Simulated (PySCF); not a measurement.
Al(H)(Et)(vinyl) (C₄H₉Al), SMILES [AlH]([CH2]C)[CH]=C. Atoms are numbered in the order given.

```xyz
14

Al    -0.5466     0.4732     0.8512
H     -0.9890     1.0906     2.2671
C      0.8617     1.3045    -0.2682
C      2.1680     0.4882    -0.3582
H      1.0773     2.3273     0.1115
H      0.4469     1.4519    -1.2921
H      1.9939    -0.5334    -0.7569
H      2.6519     0.3646     0.6341
H      2.9211     0.9686    -1.0196
C     -1.3960    -1.1726     0.2032
C     -1.1149    -1.6718    -1.0244
H     -2.1324    -1.7410     0.8057
H     -1.5805    -2.5928    -1.4244
H     -0.3967    -1.1778    -1.7056
```
Charge 0, spin multiplicity 1.

The structure is a stationary point at PBE-D3(BJ)/def2-SVP. The structure was generated by enumeration; whether it is a known compound was not checked. Other conformers were not sampled.

The numbers are results of PySCF with PBE-D3(BJ)/def2-SVP, not measurements.

Frequencies are harmonic and unscaled.

Computed vibrational spectrum:
```
mode  ν (cm⁻¹)  IR (km/mol)  moving atoms (share of kinetic energy)
----  --------  -----------  --------------------------------------
1           36          0.5                  C 48 %, H 43 %, Al 9 %
2           89          0.1                          C 57 %, H 41 %
3          107          0.5                          C 56 %, H 37 %
4          162          2.1                  H 50 %, C 42 %, Al 9 %
5          198          0.5                          H 73 %, C 25 %
6          315         11.6                 H 43 %, C 32 %, Al 25 %
7          343          7.0                  H 77 %, C 14 %, Al 9 %
8          506         85.6                 H 54 %, C 23 %, Al 23 %
9          547         24.9                 C 55 %, H 33 %, Al 12 %
10         563         32.4                 H 73 %, C 16 %, Al 10 %
11         626         28.0                 H 51 %, C 32 %, Al 17 %
12         710        255.2                 H 57 %, Al 27 %, C 16 %
13         905         15.7                           H 90 %, C 9 %
14         929          8.9                          H 88 %, C 11 %
15         957         27.5                          H 72 %, C 28 %
16         963         14.4                          H 87 %, C 12 %
17         995         21.3                          C 79 %, H 20 %
18        1027          8.7                                  H 92 %
19        1169          1.5                          H 62 %, C 37 %
20        1202          4.0                          H 77 %, C 23 %
21        1225          1.7                          H 72 %, C 28 %
22        1345          2.9                          H 83 %, C 17 %
23        1370         11.3                          H 83 %, C 17 %
24        1380          8.1                          H 89 %, C 10 %
25        1424          2.2                                  H 96 %
26        1433          6.5                                  H 97 %
27        1591         20.3                          C 83 %, H 17 %
28        1850        249.7                                  H 96 %
29        2950         48.5                                  H 96 %
30        2952          8.1                                  H 95 %
31        3006          6.2                           H 91 %, C 9 %
32        3020         26.2                                  H 95 %
33        3025         25.2                           H 91 %, C 9 %
34        3039         29.2                           H 91 %, C 9 %
35        3043         11.3                           H 92 %, C 8 %
36        3105         19.9                          H 89 %, C 11 %
```
